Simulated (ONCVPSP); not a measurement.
Transferability test, ONCV potential for Au

* Element: Au (Z = 79)
* Generator: ONCVPSP 4.0.1
* Type: optimised norm-conserving Vanderbilt (ONCV)
* Functional: PBE
* Relativity: fully relativistic
* Frozen core: [Xe] 4f14
* Valence charge: 11
* Reference configuration: 5d10 6p1
* Partial waves: s scattering state at 0.46 Ha: rc 2.20 bohr, ncon 4, nbas 8, qcut 2.4 1/bohr, local; 6p: rc 2.40 bohr, ncon 5, nbas 9, qcut 3.5 1/bohr, 2 projectors, debl 3.2 Ha; 5d: rc 2.35 bohr, ncon 4, nbas 9, qcut 5.8 1/bohr, 2 projectors, debl 2.3 Ha
* Local potential: the s channel
* Core correction: Teter function, fcfact 4.5, rcfact 1.5

Open shells are filled in proportion to 2j + 1.

In the s channel the program set the typed energies aside and used 0.050 Ha.

Energies are relative to the spin-unpolarised reference configuration 5d10 6p1; without spin polarisation the order of configurations can differ from experiment.

```json
{"valence configuration": "5d10 6s1 6p0", "charge": "0", "ΔE all-electron (eV)": "-5.199", "error AE − PS (meV)": "+40"}
{"valence configuration": "5d10 6p0", "charge": "+1", "ΔE all-electron (eV)": "4.228", "error AE − PS (meV)": "-3.2"}
{"valence configuration": "5d9 6s1 6p1", "charge": "0", "ΔE all-electron (eV)": "2.251", "error AE − PS (meV)": "+15"}
```

Task: What are ΔE and the potential's error for 5d9 6p0?

Result: ΔE = 25.457 eV all-electron; the error (AE − PS) is -30 meV.

Levels in the configuration 5d9 6s1 6p1:

| level | all-electron (eV) | pseudo (eV) |
| --- | --- | --- |
| 5d j=5/2 | -10.319 | -10.368 |
| 5d j=3/2 | -11.961 | -12.007 |
| 6p j=3/2 | -1.890 | -1.880 |
| 6p j=1/2 | -2.669 | -2.657 |
| 6s j=1/2 | -8.127 | -8.160 |

These tests converged, but a pseudo level misses the all-electron one widely, so the file describes the atom poorly there or has found another state: 5d10 6s1 6p0: empty 6p by 6.3 eV.
